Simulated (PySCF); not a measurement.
Species: C4H5F4O2 (doublet state).
Structure used (GFN2-xTB), in Å, numbered top down from 1:
```
atom  x, y, z in Å
C1     2.731    0.424   -0.329
O2     1.546    0.277    0.426
C3     0.862   -0.875    0.310
F4     1.272   -1.711   -0.677
C5    -0.579   -0.877    0.615
O6    -1.318   -0.148   -0.440
C7    -2.600    0.015   -0.213
F8    -3.164    0.669   -1.220
F9    -2.870    0.714    0.909
F10   -3.278   -1.142   -0.066
H11    3.452   -0.361   -0.083
H12    3.135    1.397   -0.061
H13    2.517    0.385   -1.400
H14   -0.959   -1.901    0.642
H15   -0.753   -0.364    1.564
```

The hyperfine couplings belong to this conformer and change with its torsions.

The species is `CO[C](F)COC(F)(F)F` [radical].

Method: UKS B3LYP, pcH-1 on C F H O, non-relativistic, mean-field spin-orbit, GIAO in PySCF 2.14.0. Isolated species at its GFN2-xTB geometry (one conformer only). A GFN2-xTB geometry isn't a minimum of the functional, and hyperfine couplings can be far from their values at a DFT geometry. Stability of the SCF solution: not tested.

The largest Mulliken spin populations are on C3 (+0.77) and O2 (+0.13). C3 is the only atom above +0.15. The angles at C3 add up to 351.1°, so it is slightly pyramidal.

Task: List the C–H protons on four-coordinate carbons next to a three-coordinate spin centre, with their couplings and θ (C–H bond against the normal to the plane of the centre's neighbours, projected along the bond that joins the two).

Result: 
```
β H  on  centre  θ (°)  cos²θ  a (G)
H14  C5      C3     63   0.21  +1.92
H15  C5      C3     60   0.25  +2.67
```

Couplings in gauss use g_iso = 2.0037.
